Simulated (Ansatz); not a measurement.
Reaction (substitution at a C–Ge bond): `N[C](O)(F)[GeH3]` + CH₃OH → `COC(N)(O)F` + GeH₄

Isolated molecules relaxed with PBE0-D4/def2-TZVP in Ansatz; ΔE leaves out vibrations. CCSD(T)/CBS is the MP2 limit (def2-TZVPP, def2-QZVPP) plus CCSD(T) − MP2 in def2-TZVPP, frozen cores. This one scheme is used for every species. DFT in def2-TZVPP. For Ge outer-core shells are correlated without core-valence functions, which leaves a few kJ/mol of doubt a bond. Scalar relativity is left out up to krypton. Each species was taken in one conformer, which may not be the lowest.

CCSD(T)/CBS gives -37.9 kJ/mol.

Q: Another level gave -37.0 kJ/mol. Which?
A. r2SCAN/def2-TZVPP
B. PBE/def2-TZVPP
C. SCS-MP2/def2-TZVPP
D. HF/def2-TZVPP

A: B. PBE -37.0, r2SCAN -48.9, SCS-MP2/def2-TZVPP -41.3, HF/def2-TZVPP -62.1 kJ/mol.

Largest T1 diagnostic among the species: 0.012.

From PBE to PBE0 (25 % exact exchange), in def2-TZVPP and without D4, ΔE moves by −7.6 kJ/mol. In def2-TZVPP, CCSD(T) changes the Hartree–Fock value by +17.6 kJ/mol (the triples alone add +0.9 kJ/mol) and MP2 by +22.3 kJ/mol.
